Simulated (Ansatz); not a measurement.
```yaml
crystal:
  periodic: [false, false, false]
  atoms:
    - {symbol: C, position_ang: [-1.146590, 0.053394, 0.955860]}
    - {symbol: C, position_ang: [0.278349, 0.491727, 0.648393]}
    - {symbol: C, position_ang: [1.228306, -0.694929, 0.547656]}
    - {symbol: Ge, position_ang: [0.391047, 1.655794, -1.004721]}
    - {symbol: N, position_ang: [-0.278854, 0.432747, -2.171922]}
    - {symbol: H, position_ang: [-1.194047, -0.512542, 1.894013]}
    - {symbol: H, position_ang: [-1.830134, 0.902116, 1.054218]}
    - {symbol: H, position_ang: [-1.548992, -0.594933, 0.171286]}
    - {symbol: H, position_ang: [0.623191, 1.140412, 1.462498]}
    - {symbol: H, position_ang: [0.935518, -1.377379, -0.256310]}
    - {symbol: H, position_ang: [2.259519, -0.386549, 0.348763]}
    - {symbol: H, position_ang: [1.237878, -1.276305, 1.477387]}
    - {symbol: H, position_ang: [-0.587023, -0.501405, -1.945930]}
    - {symbol: H, position_ang: [-0.380967, 0.638553, -3.152292]}
basis:
  gaussian: {orbitals: def2-TZVPP}
hamiltonian: {xc: {name: r2SCAN}, dispersion: rvv10}
accuracy: high
output: {forces: true}
```

```sh
$ ansatz run in.yaml --threads 8 --pin off --events-out ev --progress --plain --max-ram 18278MiB
```

Shortened log:

```
Functional definition: r2SCAN+rVV10
5342 factors; integrals over basis functions are off by at most 4.4e-8 eV
mean field evaluation 1: about -61240.1918 eV, gradient 1.0e2 eV
mean field evaluation 2: about -61167.5266 eV, gradient 1.8e2 eV
mean field evaluation 4: about -61261.2288 eV, gradient 2.1e1 eV
mean field evaluation 8: about -61262.2422 eV, gradient 4.8e-1 eV
mean field evaluation 16: about -61262.2507 eV, gradient 3.4e-4 eV
mean field -61262.25069267 eV, -2251.3461879106 hartree, gradient 2.7e-8 eV, S^2 0.000000; 0 other end points of the search recorded, 0 dependent functions left out
reference -61262.25069361 eV, -2251.3461879453 hartree; 33, 33 occupied and 265, 265 virtual orbitals, 5342 factors
Total energy: -61262.25069361 eV, -2251.3461879453 hartree
Atom 0 at    -1.146590     0.053394     0.955860 Å, force    -0.111226    -0.023488     0.016012 eV/Å
Atom 1 at     0.278349     0.491727     0.648393 Å, force     0.030302     0.104534     0.000623 eV/Å
Atom 2 at     1.228306    -0.694929     0.547656 Å, force     0.079218    -0.083542    -0.017542 eV/Å
Atom 3 at     0.391047     1.655794    -1.004721 Å, force     0.024179     0.070157    -0.011178 eV/Å
Atom 4 at    -0.278854     0.432747    -2.171922 Å, force     0.015326     0.016769     0.052077 eV/Å
Atom 5 at    -1.194047    -0.512542     1.894013 Å, force    -0.000593    -0.007973     0.005482 eV/Å
Atom 6 at    -1.830134     0.902116     1.054218 Å, force    -0.000413    -0.000717    -0.003469 eV/Å
Atom 7 at    -1.548992    -0.594933     0.171286 Å, force     0.005137    -0.007101    -0.007953 eV/Å
Atom 8 at     0.623191     1.140412     1.462498 Å, force     0.003846     0.005171     0.011854 eV/Å
Atom 9 at     0.935518    -1.377379    -0.256310 Å, force    -0.011297    -0.001330    -0.006141 eV/Å
Atom 10 at     2.259519    -0.386549     0.348763 Å, force    -0.001749    -0.000884    -0.003339 eV/Å
Atom 11 at     1.237878    -1.276305     1.477387 Å, force    -0.002902    -0.007055     0.006121 eV/Å
Atom 12 at    -0.587023    -0.501405    -1.945930 Å, force    -0.020511    -0.059568     0.000084 eV/Å
Atom 13 at    -0.380967     0.638553    -3.152292 Å, force    -0.009318    -0.004974    -0.042631 eV/Å
Dipole moment:    -0.111210    -0.256975    -0.075212 e Å
```

Hardware: 8 threads of an Arm Neoverse V1 on a shared host. Wall time 34 s, peak host memory 2.8 GiB.
